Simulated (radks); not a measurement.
Values are calculated unless marked as measured or tabulated.
Coulomb parameter of the 3d shell of the iron ion Fe3+ in the model configuration [Ar] 3d4 4s1, as a second difference U = [E(n + 0.25) + E(n - 0.25) - 2 E(n)] / (0.25)^2 with all orbitals relaxed. "Bare": the charge of the atom changes with n. "Screened": the 4s shell takes up the change at fixed total charge, which measures U(3d,3d) + U(4s,4s) - 2 U(3d,4s). Code: a radial shooting solver on a logarithmic mesh with Libxc functionals. Model: Dirac Kohn-Sham, LDA (Slater exchange, Perdew-Wang correlation), spin-unpolarised, spherical densities, finite nucleus; open shells are shared between the two j in proportion to 2j + 1; Fermi nuclear charge, rms radius 3.7377 fm.

case                 configuration  E - E(n) (eV)
start                 [Ar] 3d4 4s1          0.000
bare +0.25         [Ar] 3d4.25 4s1        -12.123
bare -0.25         [Ar] 3d3.75 4s1         13.378
screened +0.25  [Ar] 3d4.25 4s0.75         -4.007
screened -0.25  [Ar] 3d3.75 4s1.25          4.325

U(bare) = 20.080 eV, U(screened by 4s) = 5.080 eV.
